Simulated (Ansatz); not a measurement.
The same molecule with X = F, Cl, Br. Ansatz, PBE0-D4/def2-TZVP geometries, multiplicity 1. Each molecule was computed in one conformer, which needn't be the lowest.

Scalar relativity is left out up to krypton.

```
 X    molecule  mean X–C bond length / Å  size of the dipole moment (B3LYP/def2-TZVPP) / D  LUMO energy (ωB97M-V/def2-TZVPP) / eV  size of the dipole moment (PBE/def2-TZVPP) / D
 F   `C=C(O)F`                     1.338                                              1.01                                   2.45                                            1.12
Cl  `C=C(O)Cl`                     1.717                                              2.15                                   2.17                                            2.08
```

Give the row for X = Br, `C=C(O)Br`. (Best estimate.)

The calculation gave: 
```tsv
X	molecule	mean X–C bond length / Å	size of the dipole moment (B3LYP/def2-TZVPP) / D	LUMO energy (ωB97M-V/def2-TZVPP) / eV	size of the dipole moment (PBE/def2-TZVPP) / D
Br	`C=C(O)Br`	1.881	2.19	1.94	2.14
```

From F to Br the mean X–C bond length rises at each step, by 0.543 Å in all; the LUMO energy (ωB97M-V/def2-TZVPP) falls at each step, by 0.51 eV in all. Bonds lengthen as the atom grows down the group. Dipoles are sizes alone, and their direction can turn along the series.

B3LYP here is the variant with VWN-RPA as its local correlation; programs differ in this.
